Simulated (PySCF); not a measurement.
**Working out the ionisation energy of I**

I [Kr] 4d10 5s2 5p5 (2P) → I⁺ [Kr] 4d10 5s2 5p4 (3P). Computed with PySCF 2.14 in x2c-SVPall, with scalar relativity by spin-free X2C-1e. Frozen: [Kr] 4d10. Energies in hartree (1 hartree = 27.21139 eV):

```
            part     I (lower)    I⁺ (upper)
             UHF  -7111.894376  -7111.542660
CCSD correlation     -0.087536     -0.070135
             (T)     -0.000751     -0.000675
```

**Question.** What does Hartree-Fock give?

**Answer.** (-7111.542660) − (-7111.894376) = 0.351716 hartree = 9.571 eV.

**Question.** What do CCSD and CCSD(T) give?

**Answer.** The CCSD correlation energies differ by 0.017401 hartree = 0.474 eV and the triples by 0.000076 hartree = 0.002 eV, so CCSD gives 10.045 eV and CCSD(T) 10.047 eV.

Measured between the centres of the two terms (NIST): 10.519 eV, so CCSD(T) (valence) is off by -0.472 eV.

A double-zeta basis recovers only part of the correlation energy.

What remains against the reference includes basis incompleteness, the frozen core and higher excitations.
